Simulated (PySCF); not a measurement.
A structure optimised at PBE-D3(BJ)/def2-SVP, used in a PySCF frequency run:

```
C
N 1 1.2831
H 1 1.1271 2 120.62
C 2 1.4445 1 119.02 3 0.00
H 4 1.1113 2 109.25 1 -122.33
H 4 1.1113 5 105.83 2 117.52
H 4 1.1190 5 108.93 6 116.98
Si 1 1.9018 3 120.27 2 180.00
H 8 1.5095 1 108.40 3 -57.72
H 8 1.5095 9 106.68 1 -116.55
C 8 1.8816 9 111.89 10 -122.67
H 11 1.1079 8 109.78 9 -61.21
H 11 1.1079 12 107.46 8 119.35
H 11 1.1080 12 108.97 13 117.93
```
Charge 0, spin multiplicity 1.

### Question
Write its SMILES, formula and point group.

### Answer
C/N=C/[SiH2]C, C₃H₉NSi, Cs

### Question
What are its rotational constants (standard atomic weights)?

### Answer
8.5796, 1.9391, 1.6450 GHz
